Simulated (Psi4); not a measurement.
BF₄ (SMILES F[B-](F)(F)F), charge -1, singlet, at a GFN2-xTB geometry (a gas-phase anion, which may not be bound at this level); DLPNO-MP2/def2-SVP (Psi4).

Input for Psi4:
```
memory 2 GB

molecule {
-1 1
F     0.89078177    0.53153739   -0.92508546
B    -0.00000000   -0.00000000   -0.00000000
F    -0.83024292   -0.91871079   -0.63124832
F     0.70834924   -0.63533727    1.01311163
F    -0.76888809    1.02251067    0.54322215
}

set {
  basis def2-svp
  freeze_core true
}

energy('dlpno-mp2')
print_variables()
```

Predict the main parts of the log of this Psi4 run.


```
    SCF Algorithm Type (re)set to DF.

  A requested method does not make use of molecular symmetry: further calculations in C1 point group.

   => Loading Basis Set <=

    Name: DEF2-SVP
    Role: ORBITAL
    Keyword: BASIS

         ---------------------------------------------------------
                                   SCF
               by Justin Turney, Rob Parrish, Andy Simmonett
                          and Daniel G. A. Smith
                              RHF Reference
         ---------------------------------------------------------

  ==> Geometry <==

    Molecular point group: c1
    Full point group: Td

    Geometry (in Angstrom), charge = -1, multiplicity = 1:

       Center              X                  Y                   Z               Mass
    ------------   -----------------  -----------------  -----------------  -----------------
         F            0.802456074941     0.802456078165    -0.802456078050    18.998403162730
         B            0.000000000000    -0.000000000000    -0.000000000000    11.009305360000
         F           -0.802456074941    -0.802456078165    -0.802456078050    18.998403162730
         F            0.802456074941    -0.802456078165     0.802456078050    18.998403162730
         F           -0.802456074941     0.802456078165     0.802456078050    18.998403162730

  Running in c1 symmetry.

  Rotational constants: A =      0.17225  B =      0.17225  C =      0.17225 [cm^-1]
  Rotational constants: A =   5163.77812  B =   5163.77812  C =   5163.77810 [MHz]
  Nuclear repulsion =  181.842493374972662

  Charge       = -1
  Multiplicity = 1
  Electrons    = 42
  Nalpha       = 21
  Nbeta        = 21

  ==> Algorithm <==

  SCF Algorithm Type is DF.
  DIIS enabled.
  MOM disabled.
  Fractional occupation disabled.
  Guess Type is SAD.
  Energy threshold   = 1.00e-08
  Density threshold  = 1.00e-08
  Integral threshold = 1.00e-12

  ==> Primary Basis <==

  Basis Set: DEF2-SVP
    Blend: DEF2-SVP
    Number of shells: 30
    Number of basis functions: 70
    Number of Cartesian functions: 75
    Spherical Harmonics?: true
    Max angular momentum: 2

   => Loading Basis Set <=

    Name: (DEF2-SVP AUX)
    Role: JKFIT
    Keyword: DF_BASIS_SCF

  ==> Integral Setup <==

  SCF_SUBTYPE=INCORE selected. In-core MEM_DF algorithm will be used.
  Using in-core AOs.

  ==> MemDFJK: Density-Fitted J/K Matrices <==

    J tasked:                   Yes
    K tasked:                   Yes
[...]
  @DF-RHF Final Energy:  -422.39459478520371
    Total Energy =                       -422.3945947852037079
[...]

    Boys Localizer converged.

  ==> Forming Local MO Domains <==

    Auxiliary BFs per Local MO:
      Average =  168 AUX BFs (3 atoms)
      Min     =  144 AUX BFs (3 atoms)
      Max     =  240 AUX BFs (5 atoms)

    Projected AOs per Local MO:
      Average =   70 PAOs (5 atoms)
      Min     =   70 PAOs (5 atoms)
      Max     =   70 PAOs (5 atoms)

    Local MOs per Local MO:
      Average =   16 LMOs
      Min     =   16 LMOs
      Max     =   16 LMOs

    Screened 0 of 256 LMO pairs (0.00 %)
             0 pairs met overlap criteria
             16 pairs met energy criteria

    Screened LMO pair energy =  0.000000000000

  ==> Merging LMO Domains into LMO Pair Domains <==

    Auxiliary BFs per Local MO pair:
      Average =  213 AUX BFs (4 atoms)
      Min     =  144 AUX BFs (3 atoms)
      Max     =  240 AUX BFs (5 atoms)

    Local MOs per Local MO pair:
      Average =   16 LMOs
      Min     =   16 LMOs
      Max     =   16 LMOs

    Projected AOs per Local MO pair:
      Average =   70 PAOs (5 atoms)
      Min     =   70 PAOs (5 atoms)
      Max     =   70 PAOs (5 atoms)

    Coefficient sparsity in AO -> LMO transform:   0.00 %
    Coefficient sparsity in AO -> PAO transform:   0.00 %
    Coefficient sparsity in combined transforms:   0.00 %

    Storing transformed LMO/PAO integrals in sparse format.

  ==> Transforming 3-Index Integrals to LMO/PAO basis <==

  ==> Forming Pair Natural Orbitals <==

    Natural Orbitals per Local MO pair:
      Avg:  24 NOs
      Min:  20 NOs
      Max:  30 NOs

    PNO truncation energy = -0.000048018782

  ==> Local MP2 <==

    E_CONVERGENCE = 1.00e-06
    R_CONVERGENCE = 1.00e-06

                     Corr. Energy    Delta E     Max R
  @LMP2 iter   0:  -0.817205346055 -8.172e-01  1.055e-03
  @LMP2 iter   1:  -0.825711643057 -8.506e-03  2.741e-04
  @LMP2 iter   2:  -0.825988269565 -2.766e-04  5.111e-05
  @LMP2 iter   3:  -0.826006402609 -1.813e-05  1.047e-05
  @LMP2 iter   4:  -0.826007018168 -6.156e-07  1.238e-06
  @LMP2 iter   5:  -0.826007032282 -1.411e-08  2.565e-07

  Total DLPNO-MP2 Correlation Energy:  -0.826055051064
    MP2 Correlation Energy:            -0.826007032282
    LMO Truncation Correction:          0.000000000000
    PNO Truncation Correction:         -0.000048018782

  Variable Map:
  ----------------------------------------------------------------------------
[...]
  Array Variable Map:
  ----------------------------------------------------------------------------
[...]
[...]
```
